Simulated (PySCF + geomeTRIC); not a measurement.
Species: C2H5Si, SMILES `C=C[SiH2]` (C–C–Si–H torsion 150°) (charge 0, multiplicity 2).

Question: Give a relaxed geometry from r2SCAN-D4/def2-TZVP in PySCF + geomeTRIC.

Answer: One answer among several that fit: the end point of this relaxation, one of several conformers (outside a Z-matrix the atoms follow the SMILES, hydrogens last).
Z-matrix (Å, degrees):
```
C
C 1 1.3453
H 2 1.0859 1 121.98
H 2 1.0863 3 116.27 1 -179.66
H 1 1.0897 2 117.75 3 0.99
Si 1 1.8307 5 117.59 2 -175.89
H 6 1.4847 1 113.97 5 -34.53
H 6 1.4858 7 112.82 1 130.63
```
